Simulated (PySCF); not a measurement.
# Hartree-Fock beside MP2: AlCH4O cation

These are calculations, not measurements. The program is PySCF 2.14.0, an open-source quantum chemistry code, run on an isolated molecule that a program drew, which may never have been made. The molecule is AlCH4O cation (charge +1, singlet), drawn as the SMILES string `C[O][AlH+]`.

The geometry was optimised and harmonic frequencies were computed with HF and MP2, all in the cc-pV(D+d)Z basis, for the commonest isotopes, with a restricted reference for singlets and an unrestricted one otherwise, and a frozen core in MP2. Each result is a local minimum of its method.

Geometry at the HF minimum:
```xyz
7
AlCH4O cation, angstrom
C    -0.1365   -0.8302   -0.2038
O     0.9701   -0.7987   -1.1097
Al    2.1982   -0.7637   -2.1154
H    -1.0278   -0.5230   -0.7419
H     0.0706   -0.1457    0.6129
H    -0.2458   -1.8443    0.1674
H     3.3856   -0.7300   -3.0876
```

Lengths of the bonds as drawn, in Å (atoms numbered as above):
```
  bond     HF    MP2
 C1-O2  1.431  1.443
O2-Al3  1.588  1.611
 C1-H4  1.086  1.097
 C1-H5  1.085  1.097
 C1-H6  1.085  1.097
Al3-H7  1.535  1.540
```

Rotational constants, in GHz:
```
constant     HF    MP2
       A  157.5  153.8
       B  4.851  4.742
       C  4.851  4.742
```

Harmonic frequencies in cm^-1, each column in rising order, so a row needn't be the same motion in every method:
| rank | HF | MP2 |
|---|---|---|
| 1 | 166 | 136 |
| 2 | 166 | 136 |
| 3 | 428 | 389 |
| 4 | 428 | 389 |
| 5 | 733 | 702 |
| 6 | 1268 | 1183 |
| 7 | 1268 | 1183 |
| 8 | 1342 | ? |
| 9 | 1591 | 1492 |
| 10 | 1591 | 1494 |
| 11 | 1595 | 1494 |
| 12 | 2185 | 2134 |
| 13 | 3237 | 3128 |
| 14 | 3352 | 3258 |
| 15 | 3352 | 3258 |

**Estimate the missing MP2 frequency from the HF column.**

A single factor s that minimises the squared misfit of MP2 against s times HF over the other rows is sum(HF x MP2) / sum(HF^2) = 0.9627, with an rms misfit of 30 cm^-1. For rank 8 it gives 0.9627 x 1342 = 1292 cm^-1. The calculation gives 1285 cm^-1, 7 cm^-1 below the estimate. The drawn bonds are on average 1.0 % longer in MP2 than in HF.
